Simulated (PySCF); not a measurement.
## Does the structure fit the spectrum?

A compound C4H4F2O gives the data below (simulated from a calculation) and was assigned the structure `C/C(F)=C/C(=O)F`.

¹³C{¹H} NMR (computed): δ 193.0 (C), 145.2 (CH2), 135.3 (CH), 119.0 (CH).

¹H NMR (400 MHz, computed): δ 7.33 (m, 1H), 7.19 (m, 1H), 6.51 (m, 1H), 6.00 (m, 1H).

Computational details: GFN2-xTB structure, σ from GIAO-PBE0/pcSseg-1, in PySCF 2.14.0 with density-fitted response routines (no relativistic terms, averaged over atoms made equivalent by symmetry, fast rotation or ring inversion, no solvent model, one conformer).

δ = σ(ref) − σ, references computed at the same level: TMS for ¹H and ¹³C.

**Question.** Compare with the shifts computed for the proposed structure, pairing carbons in order of shift.

**Answer.** Mapped SMILES: `[CH3:1]/[C:2]([F:3])=[CH:4]/[C:5](=[O:6])[F:7]`; H(Xn) means a hydrogen on atom n.

| atom | computed for proposal | given list | difference |
| --- | --- | --- | --- |
| C2 | 188.2 | 193.0 | -4.8 |
| C5 | 160.4 | 145.2 | +15.2 |
| C4 | 101.0 | 135.3 | -34.3 |
| C1 | 22.7 | 119.0 | -96.3 |

The rms difference is 51.7 ppm and the largest -96.3 ppm at C1 (allylic methyl carbon). The carbon types in order of shift don't match either: C, C, CH, CH3 for the proposal against C, CH2, CH, CH in the data. The proposal doesn't fit.

**Question.** Which isomer fits?

**Answer.** `C(C=C)(=O)C(F)F`.

Carbon types of the structure: 1 × C, 2 × CH, 1 × CH2, which accounts for all hydrogens. δC 193.0: ketone carbonyl carbon; low-lying n→π* states of the double bond to the heteroatom give a large paramagnetic term (-256 ppm). δC 145.2: β carbon of a C=C–C=O unit; conjugation with the carbonyl draws π density from the β position. δC 135.3: α carbon of a C=C–C=O unit; the olefinic region. δC 119.0: sp3 CH bonded to 2 F, α to a carbonyl; 2 electronegative neighbours deshield it.

This is the structure that produced the data.

Splittings by ¹⁹F in the carbon and heteronuclear signals aren't shown, as no couplings were computed. Shifts are as computed. Against solution values, carbons near 30 ppm lie about +3 ppm off and those near 130 ppm about +5 ppm. Of 1211 compounds with measured shifts, 218 miss one by over three times the rms of a fit or turn the order of signals round; such compounds aren't used in these exercises. No couplings were computed; multiplicities are counted from neighbouring protons, with m where these are inequivalent, close in shift, in a saturated or five-membered ring or joined by F or P, and br s for small geminal =CH2 splittings.
